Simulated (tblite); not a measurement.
Compound: C5H11NOSi2.
Cartesian coordinates in Å at the GFN2-xTB level; atoms count from 1:
```xyz
20
C5H11NOSi2 angstrom
N     -0.0715   -1.4897    2.5764
C     -0.4234   -1.5041    1.4865
C     -0.8575   -1.4927    0.1253
C      0.3032   -1.8329   -0.8189
O      1.1435   -0.7662   -1.1103
Si     1.8593    0.4007   -0.2380
C      0.6937    1.9065   -0.1288
C     -0.6512    1.6156    0.5459
Si    -1.6527    0.2249   -0.2705
H     -1.6195   -2.2703    0.0177
H     -0.1135   -2.1731   -1.7747
H      0.9021   -2.6519   -0.3949
H      2.2517   -0.0333    1.1025
H      2.9905    0.6943   -1.1098
H      0.5071    2.2796   -1.1387
H      1.1902    2.7174    0.4068
H     -0.4746    1.3544    1.5930
H     -1.2548    2.5271    0.5538
H     -1.7236    0.3253   -1.7305
H     -3.0043    0.1791    0.3041
```

Method: GFN2-xTB as coded in tblite; computed harmonic values from a numerical Hessian at the method's own geometry, unscaled. The method is semi-empirical: single wavenumbers can be off by several per cent or more. Modes of hydrogen on silicon can be 10 to 20 % off. One conformer, not necessarily the lowest.

Harmonic wavenumbers (cm⁻¹): 62.4, 77.5, 115.5, 140.7, 187.2, 203.3, 222.7, 226.0, 332.8, 401.8, 464.6, 474.4, 522.6, 571.5, 614.5, 616.8, 644.2, 655.4, 696.6, 701.7, 728.7, 758.8, 766.0, 781.1, 812.3, 845.9, 906.4, 1016.1, 1068.0, 1076.7, 1078.6, 1098.8, 1155.6, 1169.6, 1241.4, 1258.2, 1283.3, 1307.8, 1345.7, 1474.2, 1482.6, 1492.0, 2230.8, 2260.1, 2265.8, 2308.0, 2388.7, 2873.6, 2918.2, 2936.6, 2943.5, 2958.6, 2962.9, 2983.8.

A = 1374, B = 1153, C = 965.3 MHz; mass 157.038 u (most abundant isotopes); point group C1, symmetry number 1.

Question: Zero-point energy?

Answer: ½Σν̃ = 32055 cm⁻¹ = 91.65 kcal/mol.

Question: Entropy at 500 K, 1 bar (ideal gas, RRHO, classical rotation)?

Answer: Translation 43.66, rotation 31.27, vibration 55.47: S = 130.4 cal/(mol K).

Question: And Cp and H(500 K) − H(0)?

Answer: Cp = 64.25 cal/(mol K), of which vibrations give 56.31 (their classical limit is 54 R = 107.3); H(500 K) − H(0) = 18.68 kcal/mol without the zero-point energy, 14.70 from vibrations.

Question: What must be added to the electronic energy to get the Gibbs energy at 500 K and 1 bar?

Answer: ZPE + [H(500 K) − H(0)] − T·S = 91.65 + 18.68 − 65.20 = 45.13 kcal/mol.

Question: Which modes carry the vibrational entropy at 500 K?

Answer: 62.4 cm⁻¹: 5.40; 77.5 cm⁻¹: 4.97; 115.5 cm⁻¹: 4.19; 140.7 cm⁻¹: 3.80; 187.2 cm⁻¹: 3.24; 203.3 cm⁻¹: 3.08 cal/(mol K); the other 48 give 30.79 together.

Hindered rotation and anharmonicity are outside this model. Other conformers, if any are populated, would add a mixing term that is left out. The structure is chiral; the term R ln 2 for an equal mix with its mirror image is left out.
